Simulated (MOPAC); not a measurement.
Input file for MOPAC: PM6 on Ga2, 2S+1 = 3, a spin state set in the input, which need not be the lowest, a point of a bond scan (R = 2.675 Å).

```
PM6 1SCF PRECISE CHARGE=0 UHF MS=1 THREADS=1
Ga2

Ga     0.00000000 1     0.00000000 1     0.00000000 1
Ga     0.00000000 1     0.00000000 1     2.67508300 1
```

The log:

```
*******************************************************************************
 **                                                                           **
 **                              MOPAC v23.2.5                                **
 **                                                                           **
 *******************************************************************************
 ** MOPAC's Digital Object Identifier: https://doi.org/10.5281/zenodo.6511958 **
 **                                                                           **
 ** Please cite the open-source release paper for use of this MOPAC version:  **
 ** J. E. Moussa and J. J. P. Stewart (2026)                                  **
 ** MOPAC: An open-source semiempirical molecular orbital program             **
 ** J. Open Source Softw., 11(119), 8025, https://doi.org/10.21105/joss.08025 **
 *******************************************************************************

                              PM6 CALCULATION RESULTS

 *******************************************************************************
 *  PM6        - The PM6 Hamiltonian to be used
 *  UHF        - UNRESTRICTED HARTREE-FOCK CALCULATION
 *
 *
 *
 *                 CHARGE ON SYSTEM = 0
 *
 *
 *
 *  MS=        - IN MECI, MAGNETIC COMPONENT OF SPIN =  1.0
 *  PRECISE    - TIGHTER CRITERIA TO BE USED
 *  1SCF       - DO 1 SCF AND THEN STOP
 *  THREADS=1  - MULTI-THREADING NOT USED
 *  T=         - A TIME OF 172800.0 SECONDS REQUESTED
 *  DUMP=N     - RESTART FILE WRITTEN EVERY 7200.0 SECONDS REQUESTED
 *******************************************************************************
PM6 1SCF PRECISE CHARGE=0 UHF MS=1 THREADS=1
 Ga2

   ATOM   CHEMICAL          X               Y               Z
  NUMBER   SYMBOL      (ANGSTROMS)     (ANGSTROMS)     (ANGSTROMS)

     1      Ga          0.00000000  *   0.00000000  *   0.00000000  *
     2      Ga          0.00000000  *   0.00000000  *   2.67508300  *



          CARTESIAN COORDINATES

    NO.       ATOM           X           Y           Z

     1        Ga          0.0000      0.0000      0.0000
     2        Ga          0.0000      0.0000      2.6751

 General Reference for PM6:
 "Optimization of Parameters for Semiempirical Methods V: Modification of NDDO Approximations
 and Application to 70 Elements", J. J. P. Stewart, J. Mol. Mod., 13, 1173-1213 (2007)
 URL: https://link.springer.com/article/10.1007/s00894-007-0233-4

           Empirical Formula: Ga2  =     2 atoms



      MOLECULAR POINT GROUP   :   D*h


          UHF CALCULATION, NO. OF ALPHA ELECTRONS =    4
                           NO. OF BETA  ELECTRONS =    2

 -------------------------------------------------------------------------------
 PM6 1SCF PRECISE CHARGE=0 UHF MS=1 THREADS=1
 Ga2



     1SCF WAS SPECIFIED, SO BFGS WAS NOT USED
     SCF FIELD WAS ACHIEVED


                              PM6 CALCULATION
                                                       MOPAC v23.2.5 Linux




          FINAL HEAT OF FORMATION =        122.56781 KCAL/MOL =     512.82370 KJ/MOL


          COSMO AREA              =         95.87 SQUARE ANGSTROMS
          COSMO VOLUME            =         80.44 CUBIC ANGSTROMS

          IONIZATION POTENTIAL    =          6.148272 EV
          ALPHA SOMO LUMO (EV)    =         -6.148 -0.725
          BETA  SOMO LUMO (EV)    =        -11.233 -1.623
          NO. OF ALPHA ELECTRONS  =          4
          NO. OF BETA  ELECTRONS  =          2
          MOLECULAR WEIGHT        =        139.4700         POINT GROUP:  D*h

          MOLECULAR DIMENSIONS (Angstroms)

            Atom       Atom       Distance
           Ga     2   Ga     1     2.67508
           Ga     2   Ga     1     0.00000
           Ga     1   Ga     2     0.00000


          SCF CALCULATIONS        =          1





   ATOM   CHEMICAL          X               Y               Z
  NUMBER   SYMBOL      (ANGSTROMS)     (ANGSTROMS)     (ANGSTROMS)

     1      Ga          0.00000000  *   0.00000000  *   0.00000000  *
     2      Ga          0.00000000  *   0.00000000  *   2.67508300  *

                             CARTESIAN COORDINATES

   1   Ga        0.000000000     0.000000000     0.000000000
   2   Ga        0.000000000     0.000000000     2.675083000


           Empirical Formula: Ga2  =     2 atoms



      MOLECULAR POINT GROUP   :   D*h


          ALPHA EIGENVALUES
 -15.48522 -13.15948  -7.33381  -6.14827  -0.72530  -0.49414   0.46725   1.66625


           BETA EIGENVALUES
 -14.37311 -11.23298  -1.62268  -0.87399  -0.77916   0.28974   0.38457   1.71488


              NET ATOMIC CHARGES AND DIPOLE CONTRIBUTIONS

  ATOM NO.   TYPE          CHARGE      No. of ELECS.   s-Pop       p-Pop
    1         Ga          -0.000000        3.0000     1.89773     1.10227
    2         Ga           0.000000        3.0000     1.89773     1.10227
 DIPOLE           X         Y         Z       TOTAL
 POINT-CHG.     0.000     0.000     0.000     0.000
 HYBRID        -0.000     0.000    -0.000     0.000
 SUM           -0.000     0.000     0.000     0.000


          ATOMIC ORBITAL ELECTRON POPULATIONS

     Atom    s        px        py        pz
    1 Ga   1.89773   0.50000   0.00000   0.60227
    2 Ga   1.89773   0.50000   0.00000   0.60227


                    (SZ)    =    1.000000
                    (S**2)  =    2.013388


          ATOMIC ORBITAL SPIN POPULATIONS

    Atom   Total    s     px     py     pz
         Atomic
    1 Ga  1.0000  0.026  0.500  0.000  0.474
    2 Ga  1.0000  0.026  0.500  0.000  0.474

 **********************
 *                    *
 * JOB ENDED NORMALLY *
 *                    *
 **********************




 == MOPAC DONE ==
```

The run finished.

Cost: around 0.010 core-seconds (rough).
